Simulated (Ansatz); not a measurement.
```yaml
crystal:
  periodic: [false, false, false]
  atoms:
    - {symbol: C, position_ang: [-0.006785, 1.558634, -0.713798]}
    - {symbol: O, position_ang: [0.877044, 0.425715, -0.904786]}
    - {symbol: Sn, position_ang: [0.538609, -1.062247, 0.337902]}
    - {symbol: O, position_ang: [-1.059745, -1.957317, -0.144546]}
    - {symbol: O, position_ang: [0.233509, -0.418037, 2.184793]}
    - {symbol: H, position_ang: [-1.017525, 1.333342, -1.063970]}
    - {symbol: H, position_ang: [-0.033211, 2.059788, 0.210886]}
    - {symbol: H, position_ang: [0.366233, 2.351405, -1.462326]}
    - {symbol: H, position_ang: [1.973132, -2.026648, 0.307588]}
    - {symbol: H, position_ang: [-1.278389, -1.849349, -0.971631]}
    - {symbol: H, position_ang: [-0.684004, -0.461645, 2.435413]}
basis:
  gaussian: {orbitals: STO-3G}
hamiltonian: {xc: {name: HF}}
correlation: {method: ccsd_t, diis_vectors: 1}
scf: {lower_state_search: light}
```

```sh
$ ansatz run in.yaml --threads 4 --pin off --events-out ev --progress --plain --max-ram 10444MiB
```

Shortened log:

```
Functional definition: HF
739 factors; integrals over basis functions are off by at most 3.4e-5 eV
mean field evaluation 1: about -169405.8156 eV, gradient 3.3e1 eV
mean field evaluation 2: about -169405.9464 eV, gradient 3.3e1 eV
mean field evaluation 4: about -169410.1185 eV, gradient 1.7e0 eV
mean field evaluation 8: about -169410.1334 eV, gradient 5.5e-5 eV
mean field -169410.13343915 eV, -6225.7075735762 hartree, gradient 5.6e-6 eV, S^2 0.000000; 0 other end points of the search recorded, 0 dependent functions left out
22 core orbitals not correlated: weight in the atoms' cores, before any rotation towards them, 1.000 or more for the frozen orbitals, at most 0.000 for the correlated occupied ones
reference -169410.13343915 eV, -6225.7075735762 hartree; 21, 21 occupied and 10, 10 virtual orbitals, 739 factors
second order -5.16167648 eV of doubles, -0.00000000 eV of singles
cycle   1  -6.04717204 eV  change   -8.9e-1 eV  update   9.9e-2
cycle   2  -6.49831285 eV  change   -4.5e-1 eV  update   3.4e-2
cycle   3  -6.55348061 eV  change   -5.5e-2 eV  update   1.5e-2
cycle   4  -6.58662548 eV  change   -3.3e-2 eV  update   5.9e-3
cycle   5  -6.59402342 eV  change   -7.4e-3 eV  update   3.2e-3
cycle   6  -6.60276838 eV  change   -8.7e-3 eV  update   1.6e-3
cycle   7  -6.60465956 eV  change   -1.9e-3 eV  update   8.1e-4
cycle   8  -6.60570083 eV  change   -1.0e-3 eV  update   3.7e-4
cycle   9  -6.60594137 eV  change   -2.4e-4 eV  update   2.0e-4
cycle  10  -6.60627600 eV  change   -3.3e-4 eV  update   1.1e-4
cycle  11  -6.60637975 eV  change   -1.0e-4 eV  update   5.7e-5
cycle  12  -6.60642907 eV  change   -4.9e-5 eV  update   2.7e-5
cycle  13  -6.60644144 eV  change   -1.2e-5 eV  update   1.5e-5
perturbative correction -0.15580027 eV, -0.0057255543 hartree
Total energy: -169416.89568087 eV, -6225.9560813755 hartree
```

Hardware: 4 threads of an INTEL XEON PLATINUM 8581C on a shared host. Wall time 0.45 s, peak host memory 0.15 GiB.
